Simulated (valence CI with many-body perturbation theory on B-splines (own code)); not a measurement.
# Forbidden lines of Ta LXVII

Method: valence CI with perturbative core correlation (CI+MBPT): five valence electrons over a frozen Dirac-Fock core [He], a basis of 11 s, 11 p, 10 d, 8 f, 5 g, 2 h functions for each j, with the one-electron correlation potential Σ1 (screened to all orders), the two-electron term Σ2, the three-electron term Σ3, Breit, model QED; selected single and double excitations, second order for the rest, scaled by the run's own slope (own B-spline code, finite nucleus).

The last digits are not significant, and no measured levels were compared; by estimate large intervals hold to a few tenths of a per cent, small ones and those within an open d or f shell to about a per cent. Among the levels kept, up to 7400 cm⁻¹ of a level comes from second order outside the variational space, and about a tenth of that is noise between levels of different J, which matters for small intervals.

Lines 51 to 100 of 110 in falling wavelength, among levels below 12508 eV, chosen from the decays that carry over 1 % of a level's rate. Wavelengths and rates use the calculated energies. Electric multipoles are in the length gauge, E1 and E2 with the static RPA response of the core. Weak lines are less certain than strong ones. Lines between different terms over intervals too small for the method are left out, as are lines whose strength nearly cancels.

Levels are named by their leading jj configuration (3d3/2^4 stands for four electrons in 3d with j = 3/2), which in mixed levels can hold well under half, so a name can repeat and another be missing. Letters in brackets count levels of one name in rising energy.

| λ vac (Å) | Upper | Lower | Type | A (s⁻¹) | Branch % |
| --- | --- | --- | --- | --- | --- |
| 1.361 | (2s^2 2p3/2^2 3p3/2) J=3/2 [a] | (2s^2 2p3/2^3) J=3/2 | E2 | 1.67e+12 | 14.5 |
| 1.359 | (2s^2 2p1/2 2p3/2 3p3/2) J=1/2 [b] | (2s^2 2p1/2 2p3/2^2) J=5/2 | E2 | 1.76e+12 | 25.1 |
| 1.357 | (2s^2 2p3/2^2 3p3/2) J=3/2 [b] | (2s^2 2p3/2^3) J=3/2 | E2 | 9.75e+10 | 1.0 |
| 1.356 | (2s^2 2p1/2 2p3/2 3p3/2) J=1/2 [b] | (2s^2 2p1/2 2p3/2^2) J=3/2 | E2 | 7.77e+11 | 11.1 |
| 1.354 | (2s 2p1/2^2 2p3/2 3p3/2) J=1/2 [b] | (2s 2p1/2^2 2p3/2^2) J=5/2 | E2 | 4.61e+11 | 1.8 |
| 1.347 | (2s 2p1/2 2p3/2^2 3d5/2) J=9/2 [b] | (2s 2p1/2 2p3/2^3) J=5/2 | M2 | 1.01e+11 | 1.7 |
| 1.343 | (2s 2p1/2^2 2p3/2 3d5/2) J=9/2 | (2s 2p1/2^2 2p3/2^2) J=5/2 | M2 | 6.60e+10 | 41.2 |
| 1.343 | (2s 2p1/2^2 2p3/2 3d5/2) J=9/2 | (2s 2p1/2^2 2p3/2^2) J=5/2 | E3 | 4.06e+09 | 2.5 |
| 1.340 | (2s^2 2p3/2^2 3d5/2) J=7/2 | (2s^2 2p3/2^3) J=3/2 | M2 | 1.13e+11 | 3.5 |
| 1.340 | (2s^2 2p3/2^2 3d5/2) J=9/2 | (2s^2 2p3/2^3) J=3/2 | E3 | 2.77e+09 | 1.1 |
| 1.337 | (2s^2 2p1/2 2p3/2 3d5/2) J=9/2 | (2s^2 2p1/2 2p3/2^2) J=5/2 | M2 | 6.56e+10 | 42.9 |
| 1.337 | (2s^2 2p1/2 2p3/2 3d5/2) J=9/2 | (2s^2 2p1/2 2p3/2^2) J=5/2 | E3 | 4.22e+09 | 2.8 |
| 1.299 | (2s 2p1/2^2 2p3/2 3d5/2) J=9/2 | (2s^2 2p1/2 2p3/2^2) J=5/2 | E2 | 1.82e+09 | 1.1 |
| 1.204 | (2s^2 2p3/2^2 3d5/2) J=9/2 | (2s 2p1/2^2 2p3/2^2) J=5/2 | E2 | 6.99e+09 | 2.7 |
| 1.200 | (2s 2p1/2 2p3/2^2 3p3/2) J=7/2 [a] | (2s 2p1/2^2 2p3/2^2) J=5/2 | E2 | 4.61e+11 | 1.5 |
| 1.197 | (2s 2p1/2 2p3/2^2 3p3/2) J=1/2 [b] | (2s 2p1/2^2 2p3/2^2) J=3/2 | E2 | 9.10e+11 | 3.5 |
| 1.195 | (2s 2p1/2 2p3/2^2 3p3/2) J=5/2 [c] | (2s 2p1/2^2 2p3/2^2) J=1/2 | E2 | 6.74e+11 | 1.1 |
| 1.195 | (2s 2p1/2 2p3/2^2 3p3/2) J=9/2 | (2s 2p1/2^2 2p3/2^2) J=5/2 | E2 | 1.35e+12 | 25.6 |
| 1.195 | (2s^2 2p1/2 2p3/2 3p3/2) J=5/2 [a] | (2s^2 2p1/2^2 2p3/2) J=3/2 | E2 | 3.09e+11 | 7.5 |
| 1.194 | (2s 2p1/2 2p3/2^2 3p3/2) J=5/2 [d] | (2s 2p1/2^2 2p3/2^2) J=1/2 | E2 | 6.18e+11 | 1.3 |
| 1.194 | (2s^2 2p1/2 2p3/2 3p3/2) J=1/2 [a] | (2s^2 2p1/2^2 2p3/2) J=3/2 | E2 | 6.29e+11 | 7.0 |
| 1.193 | (2s^2 2p1/2 2p3/2 3p3/2) J=3/2 [a] | (2s^2 2p1/2^2 2p3/2) J=3/2 | E2 | 1.17e+12 | 28.3 |
| 1.193 | (2s^2 2p1/2 2p3/2 3p3/2) J=7/2 | (2s^2 2p1/2^2 2p3/2) J=3/2 | E2 | 1.25e+12 | 34.8 |
| 1.191 | (2s^2 2p3/2^2 3p3/2) J=3/2 [a] | (2s^2 2p1/2 2p3/2^2) J=1/2 | E2 | 2.22e+11 | 1.9 |
| 1.191 | (2s^2 2p3/2^2 3p3/2) J=7/2 | (2s^2 2p1/2 2p3/2^2) J=5/2 | E2 | 5.74e+11 | 7.2 |
| 1.190 | (2s^2 2p3/2^2 3p3/2) J=5/2 | (2s^2 2p1/2 2p3/2^2) J=5/2 | E2 | 9.73e+11 | 8.7 |
| 1.190 | (2s^2 2p3/2^2 3p3/2) J=1/2 | (2s^2 2p1/2 2p3/2^2) J=5/2 | E2 | 1.39e+12 | 8.6 |
| 1.189 | (2s^2 2p1/2 2p3/2 3p3/2) J=5/2 [b] | (2s^2 2p1/2^2 2p3/2) J=3/2 | E2 | 9.39e+11 | 25.1 |
| 1.188 | (2s^2 2p3/2^2 3p3/2) J=7/2 | (2s^2 2p1/2 2p3/2^2) J=3/2 | E2 | 9.99e+11 | 12.6 |
| 1.188 | (2s^2 2p3/2^2 3p3/2) J=5/2 | (2s^2 2p1/2 2p3/2^2) J=3/2 | E2 | 5.38e+11 | 4.8 |
| 1.188 | (2s^2 2p3/2^2 3p3/2) J=3/2 [b] | (2s^2 2p1/2 2p3/2^2) J=1/2 | E2 | 1.31e+12 | 13.6 |
| 1.187 | (2s^2 2p1/2 2p3/2 3p3/2) J=1/2 [b] | (2s^2 2p1/2^2 2p3/2) J=3/2 | E2 | 5.65e+11 | 8.1 |
| 1.185 | (2s^2 2p3/2^2 3p3/2) J=3/2 [a] | (2s^2 2p1/2 2p3/2^2) J=5/2 | E2 | 1.09e+12 | 9.5 |
| 1.182 | (2s^2 2p3/2^2 3p3/2) J=3/2 [a] | (2s^2 2p1/2 2p3/2^2) J=3/2 | E2 | 2.00e+11 | 1.7 |
| 1.182 | (2s^2 2p3/2^2 3p3/2) J=3/2 [b] | (2s^2 2p1/2 2p3/2^2) J=5/2 | E2 | 1.87e+11 | 1.9 |
| 1.170 | (2s^2 2p1/2 2p3/2 3d5/2) J=9/2 | (2s^2 2p1/2^2 2p3/2) J=3/2 | E3 | 9.58e+09 | 6.3 |
| 1.168 | (2s^2 2p3/2^2 3d5/2) J=9/2 | (2s^2 2p1/2 2p3/2^2) J=5/2 | M2 | 3.49e+10 | 13.7 |
| 1.168 | (2s^2 2p3/2^2 3d5/2) J=9/2 | (2s^2 2p1/2 2p3/2^2) J=5/2 | E3 | 3.60e+09 | 1.4 |
| 1.166 | (2s^2 2p3/2^2 3d5/2) J=9/2 | (2s^2 2p1/2 2p3/2^2) J=3/2 | E3 | 7.56e+09 | 3.0 |
| 1.150 | (2s 2p1/2^2 2p3/2 3d3/2) J=5/2 [a] | (2s^2 2p1/2^2 2p3/2) J=3/2 | E2 | 3.04e+12 | 2.1 |
| 1.149 | (2s 2p1/2^2 2p3/2 3d3/2) J=7/2 | (2s^2 2p1/2^2 2p3/2) J=3/2 | E2 | 4.71e+12 | 22.1 |
| 1.148 | (2s 2p1/2 2p3/2^2 3d3/2) J=9/2 | (2s^2 2p1/2 2p3/2^2) J=5/2 | E2 | 5.11e+12 | 62.8 |
| 1.144 | (2s 2p1/2 2p3/2^2 3d5/2) J=9/2 [a] | (2s^2 2p1/2 2p3/2^2) J=5/2 | E2 | 6.14e+11 | 20.7 |
| 1.141 | (2s 2p1/2 2p3/2^2 3d5/2) J=7/2 [a] | (2s^2 2p1/2 2p3/2^2) J=3/2 | E2 | 3.47e+12 | 7.0 |
| 1.140 | (2s 2p1/2^2 2p3/2 3d3/2) J=5/2 [b] | (2s^2 2p1/2^2 2p3/2) J=3/2 | E2 | 3.97e+12 | 6.3 |
| 1.140 | (2s 2p1/2^2 2p3/2 3d3/2) J=1/2 [b] | (2s^2 2p1/2^2 2p3/2) J=3/2 | E2 | 4.14e+12 | 1.2 |
| 1.139 | (2s 2p1/2 2p3/2^2 3d3/2) J=7/2 [c] | (2s^2 2p1/2 2p3/2^2) J=5/2 | E2 | 7.50e+11 | 1.7 |
| 1.139 | (2s 2p1/2 2p3/2^2 3d5/2) J=9/2 [b] | (2s^2 2p1/2 2p3/2^2) J=5/2 | E2 | 3.31e+12 | 56.8 |
| 1.137 | (2s 2p1/2 2p3/2^2 3d3/2) J=5/2 [d] | (2s^2 2p1/2 2p3/2^2) J=3/2 | E2 | 6.56e+12 | 1.3 |
| 1.137 | (2s 2p1/2 2p3/2^2 3d3/2) J=7/2 [c] | (2s^2 2p1/2 2p3/2^2) J=3/2 | E2 | 6.59e+11 | 1.5 |
